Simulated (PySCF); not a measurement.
## Orbital picture of LiCd

UHF at R = 3.068 Å; PySCF, scalar-relativistic core potentials, basis sets Li def2-TZVP, Cd def2-TZVP with ECP28. State: ²Σ⁺ (doublet), unpaired electrons σ ↑. Only the outer orbitals are listed, counted within each symmetry, core potentials removing the inner ones.

| spin | orbital | occ. | ε (eV) | on Li (%) | main shells (%) |
| --- | --- | --- | --- | --- | --- |
| α | 1δ | 1 | -19.87 | 0 | 100 Cd d |
| α | 1δ | 1 | -19.87 | 0 | 100 Cd d |
| α | 4σ | 1 | -19.86 | 0 | 100 Cd d |
| α | 2π | 1 | -19.85 | 0 | 100 Cd d |
| α | 2π | 1 | -19.85 | 0 | 100 Cd d |
| α | 5σ | 1 | -8.45 | 14 | 86 Cd s, 12 Li s |
| α | 6σ | 1 | -4.87 | 79 | 78 Li s, 15 Cd p |
| α | 7σ | 0 | 0.79 | 46 | 55 Cd p, 32 Li p, 14 Li s |
| α | 3π | 0 | 0.89 | 41 | 59 Cd p, 41 Li p |
| α | 3π | 0 | 0.89 | 41 | 59 Cd p, 41 Li p |
| β | 1δ | 1 | -19.87 | 0 | 100 Cd d |
| β | 1δ | 1 | -19.87 | 0 | 100 Cd d |
| β | 2π | 1 | -19.84 | 0 | 100 Cd d |
| β | 2π | 1 | -19.84 | 0 | 100 Cd d |
| β | 4σ | 1 | -19.83 | 0 | 100 Cd d |
| β | 5σ | 1 | -8.04 | 5 | 91 Cd s |
| β | 6σ | 0 | 0.68 | 77 | 78 Li s, 18 Cd p |
| β | 3π | 0 | 1.27 | 17 | 83 Cd p, 17 Li p |
| β | 3π | 0 | 1.27 | 17 | 83 Cd p, 17 Li p |

**Question.** Which are the highest filled and the lowest empty level, where do they sit, and how wide is the gap?

**Answer.** Highest filled α 6σ at -4.87 eV (in %: 78 Li s, 15 Cd p); lowest empty β 6σ at 0.68 eV (in %: 78 Li s, 18 Cd p); the gap at UHF is 5.55 eV. An empty level above zero is unbound, and its energy depends on the basis.

```json
{
 "bond order (Mayer)": "0.31",
 "⟨S²⟩": "0.797",
 "charge on Li (Mulliken, basis-dependent)": "0.01",
 "charge on Li (Löwdin, basis-dependent)": "-0.08",
 "dipole moment (positive dipole means Li(−)Cd(+))": "0.37 D",
 "polarisability along the bond": "420.6 bohr³",
 "polarisability across the bond": "154.1 bohr³"
}
```

Spin–orbit coupling is left out. The state was picked by a PBE0 search and need not be the measured ground state.
